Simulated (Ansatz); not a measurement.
Born–Oppenheimer molecular dynamics of Cl4Si (5 atoms, charge 0, multiplicity 1). It starts from a relaxed structure.

Theory: Ansatz 0.2.0, RKS B3LYP-D4/STO-3G.

```
ensemble                      : NVE (velocity Verlet)
time step                     : 2 fs
steps asked                   : 250
starting velocities drawn for : 300 K
seed                          : 629994
```

First frame:

```xyz
5
Properties=species:S:1:pos:R:3
Si 0.001 0.000 0.000
Cl 0.000 0.000 2.096
Cl 1.976 0.000 -0.698
Cl -0.987 1.711 -0.698
Cl -0.987 -1.711 -0.698
```

Problem. What does the run give?

Solution. All steps were run.

```yaml
steps_done: 250
time_covered: 500 fs
mean_temperature_over_the_second_half: 152 K
spread_of_the_potential_energy_over_the_second_half: 5.0 meV per atom
mean_potential_energy_of_the_second_half_above_the_start: 11.5 meV per atom
```

The conserved energy stayed within 0.22 meV per atom of its start (net change 0.16 meV per atom), so the integration is sound. Over the second half the temperature averaged 0.51 of the 300 K drawn at the start: a run that starts near a minimum puts about half its kinetic energy into the potential. A run of 0.5 ps of so small a system gives no equilibrium averages. Limits of this set-up: minimal basis.

Problem. What happens to the structure?

Solution. The same pairs are bonded in the first frame and the last. Pairs count as bonded within 1.25 times the sum of covalent radii (0.12 Å more for H–H). This is one draw of velocities; another would differ in detail.

Problem. How do temperature and energy run in time?

Solution. 
| time (fs) | T (K) | potential energy less start (eV) | conserved less start (meV/atom) |
| --- | --- | --- | --- |
| 0 | 300 | 0.000 | 0.00 |
| 16 | 97 | 0.080 | 0.17 |
| 32 | 151 | 0.058 | 0.07 |
| 48 | 161 | 0.054 | 0.04 |
| 64 | 42 | 0.101 | 0.21 |
| 80 | 249 | 0.020 | 0.01 |
| 96 | 152 | 0.058 | 0.11 |
| 112 | 100 | 0.078 | 0.15 |
| 128 | 230 | 0.027 | 0.02 |
| 144 | 74 | 0.089 | 0.20 |
| 160 | 192 | 0.042 | 0.09 |
| 176 | 173 | 0.050 | 0.08 |
| 192 | 38 | 0.103 | 0.19 |
| 208 | 210 | 0.035 | 0.01 |
| 224 | 86 | 0.084 | 0.17 |
| 240 | 181 | 0.047 | 0.11 |
| 256 | 268 | 0.012 | 0.01 |
| 272 | 58 | 0.095 | 0.19 |
| 288 | 190 | 0.043 | 0.02 |
| 304 | 116 | 0.072 | 0.09 |
| 320 | 82 | 0.086 | 0.19 |
| 336 | 258 | 0.016 | 0.01 |
| 352 | 101 | 0.078 | 0.16 |
| 368 | 156 | 0.056 | 0.11 |
| 384 | 188 | 0.044 | 0.05 |
| 400 | 87 | 0.084 | 0.20 |
| 416 | 215 | 0.033 | 0.06 |
| 432 | 105 | 0.076 | 0.13 |
| 448 | 100 | 0.078 | 0.13 |
| 464 | 186 | 0.044 | 0.02 |
| 480 | 113 | 0.073 | 0.17 |
| 496 | 226 | 0.029 | 0.09 |

Time of the run: 6.1 min on 1 thread of Intel(R) Xeon(R) Platinum 8488C (Sapphire Rapids), on a shared host, peak memory 0.14 GiB.
